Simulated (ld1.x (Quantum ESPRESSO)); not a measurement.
**Transferability test, TM potential for hafnium**

```
Element                 : Hf
Generator               : ld1.x (Quantum ESPRESSO) 7.5
Type                    : norm-conserving Troullier–Martins (Kleinman–Bylander form)
Functional              : revPBE
Relativity              : fully relativistic
Frozen core             : [Kr] 4d10
Valence charge          : 26
Reference configuration : 4f14 5s2 5p6 5d2 6s1.5 6p0 (charge +0.5)
Partial waves           : 5s (bound): rc 1.90 bohr; 5p (bound): rc 2.20 bohr; 5d (bound): rc 2.75 bohr; 4f (bound): rc 1.05 bohr
Local potential         : all-electron potential smoothed inside 1.65 bohr (lloc = -2)
Core correction         : none
```

Open shells are filled in proportion to 2j + 1 (rel_dist='average').

Occupied shells without a wave of their own: 6s. They enter only through the test configuration that unscreens the potential.

Energies are relative to the spin-unpolarised reference configuration 4f14 5s2 5p6 5d2 6s1.5 6p0; without spin polarisation the order of configurations can differ from experiment. The frozen-core shift is the all-electron ΔE with the core orbitals held at their reference shape minus the fully relaxed ΔE.

```tsv
valence configuration	charge	ΔE all-electron (eV)	error AE − PS (meV)	frozen-core shift (meV)
4f14 5s2 5p6 5d2 6s2 6p0	0	-3.227	-511	-0.1
4f14 5s2 5p6 5d2 6s1 6p0	+1	4.680	+644	0.0
4f14 5s2 5p6 5d2 6s0 6p0	+2	18.713	+2414	+0.1
4f14 5s2 5p6 5d1 6s2 6p0	+1	3.214	-716	+0.1
4f14 5s2 5p6 5d0 6s0 6p0	+4	73.101	+4345	+1.0
```

(1) What are ΔE and the potential's error for 4f14 5s2 5p6 5d1 6s2 6p1?

(2) What are ΔE and the potential's error for 4f13 5s2 5p6 5d2 6s2 6p0?

Levels in the configuration 4f13 5s2 5p6 5d2 6s2 6p0:

```tsv
level	all-electron (eV)	pseudo (eV)
4f j=5/2	-35.287	-36.475
4f j=7/2	-33.459	-34.635
5s j=1/2	-80.553	-81.768
5p j=1/2	-54.100	-54.905
5p j=3/2	-45.763	-46.494
5d j=3/2	-12.546	-12.759
5d j=5/2	-11.870	-12.085
6s j=1/2	-12.301	-10.763
```

A Bessel basis up to 400 Ry misses an occupied level by 0.05 Ry, so cutoffs and ghosts were not judged. The potential misses its own reference levels by up to 1.1 eV, so it is not fit for use.

## Answers

(1) ΔE = -1.325 eV all-electron; the error (AE − PS) is -489 meV.

(2) ΔE = 21.922 eV all-electron; the error (AE − PS) is -1237 meV.

These tests converged, but a pseudo level misses the all-electron one widely, so the file describes the atom poorly there or has found another state: 4f14 5s2 5p6 5d2 6s0 6p0: empty 6s by 2.1 eV; 4f14 5s2 5p6 5d0 6s0 6p0: empty 6s by 3.6 eV (a node warning on the way). The 6s level has no wave, so the channel is fitted at the deeper level alone: the likely source of the large errors. A variational frozen-core shift is positive and of second order in the change. This column holds negative values, so the frozen-core run of ld1.x carries numerical noise or an error of first order here, and the column gives no more than the rough size of the effect.
